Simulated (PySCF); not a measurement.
Vertical excitations of a molecule C₃H₂F₄ from TDDFT-PBE/def2-SVPD in PySCF 2.14.0, as energy in eV (oscillator strength): 7.27 (0.317), 7.55 (0.016), 7.72 (0.003), 7.74 (0.007), 7.97 (0.006), 8.14 (0.002), 8.26 (0.003), 8.48 (0.000), 8.58 (0.003), 8.69 (0.010). Lowest triplet (TDA): 4.44 eV. The structure is a stationary point at B3LYP-D3(BJ)/def2-SVP. The values are those of a single conformer.

Problem. Identify the compound among the candidates.
A) F[C@H]1[C@H](F)C1(F)F
B) FC(F)=CC(F)F
C) C=C(F)C(F)(F)F
D) F/C=C/C(F)(F)F

Solution. D, F/C=C/C(F)(F)F
